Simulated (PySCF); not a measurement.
C2H4AlNO2, SMILES [CH3][Al]([OH])[N]=C=O. Atoms are numbered in the order given.

```xyz
10

Al     0.0779     0.9054     0.0000
C     -1.5282     1.9768     0.0000
H     -2.1494     1.7597     0.8842
H     -2.1494     1.7597    -0.8842
H     -1.2959     3.0523     0.0000
N      0.0094    -0.8798     0.0000
C     -0.0711    -2.0773     0.0000
O     -0.1471    -3.2444     0.0000
O      1.6048     1.6471     0.0000
H      2.4512     1.1979     0.0000
```
Charge 0, spin multiplicity 1.

Geometry optimised at PBE0-D3(BJ)/def2-SVP. The structure was generated by enumeration; whether it is a known compound was not checked. Other conformers were not sampled.

Computed with PBE/def2-TZVP (PySCF).

Symmetry labels are those of the subgroup Cs that the program uses (full group Cs).

Computed valence orbital energies around the gap with their symmetry:
```tsv
orbital	symmetry	energy (eV)
HOMO−7	A'	-11.05
HOMO−6	A"	-9.84
HOMO−5	A'	-9.79
HOMO−4	A'	-8.14
HOMO−3	A'	-7.85
HOMO−2	A"	-7.79
HOMO−1	A"	-7.21
HOMO	A'	-7.00
LUMO	A"	-1.24
LUMO+1	A'	-1.05
LUMO+2	A'	0.02
LUMO+3	A'	0.71
```
